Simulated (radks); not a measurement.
The numbers below are computed, except where a source is named.
Ionisation of W, [Xe] 4f14 5d4 6s2, to W+, [Xe] 4f14 5d4 6s1, under several functionals. Dirac Kohn-Sham, spin-unpolarised, spherical densities, finite nucleus; open shells fill j = l - 1/2 first; a radial shooting solver on a logarithmic mesh with Libxc functionals. Known Delta-SCF values: SOGGA 8.692 eV; B86b exchange with PBE correlation 8.790 eV; PBEsol 8.803 eV. What does LDA (Slater exchange, VWN5 correlation) give, and what is its highest occupied eigenvalue?

Answer. 9.005 eV by Delta-SCF; the 5d3/2 eigenvalue is -4.854 eV. NIST: 7.864 eV (measured).

Beside tabulated values, note that spin-unpolarised runs miss the spin-polarisation part of the exchange energy of open shells.
